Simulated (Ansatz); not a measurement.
Ru2Pt, relaxed as a singlet with RKS PBE0-D4/def2-TZVP in Ansatz, starting from the GFN2-xTB geometry. Force threshold 0.02 eV/Å.

In the def2 sets Pt, Ru take a core potential; there is no spin–orbit coupling. The restricted singlet is unstable: a solution with broken spin symmetry lies lower. The relaxation made no stability test and no search for a lower SCF solution. At PBE0-D4/def2-TZVP a quintet of charge 0 lies 1.52 eV below the restricted singlet, each at its own geometry. The structure comes from a short search, and lower isomers may exist.

Start:

Cartesian coordinates in Å:
```
Pt -1.3827 0.4672 0.1558
Ru 0.5855 -1.0964 0.7278
Ru 0.7972 0.6292 -0.8836
```

```csv
step,energy (eV),largest force component (eV/Å),SCF passes
1,-8407.0572,3.820,73
2,-8407.8214,1.755,52
3,-8407.8963,0.474,41
4,-8407.9027,0.105,44
5,-8407.9034,0.001,42
```

Force components are those of the run's own axes.

End:

```xyz
3

Pt   -1.4375    0.4494    0.1940
Ru    0.5839   -0.9614    0.6092
Ru    0.8536    0.5119   -0.8032
```

By distances, no bond broke or formed. The bond that changes most is Ru2–Ru3, from 2.37 to 2.06 Å (atoms count from 1).

No frequencies were taken in this run, so the end may be a saddle point.

It took 10 s on 4 threads of Arm Neoverse V2 on a shared host.
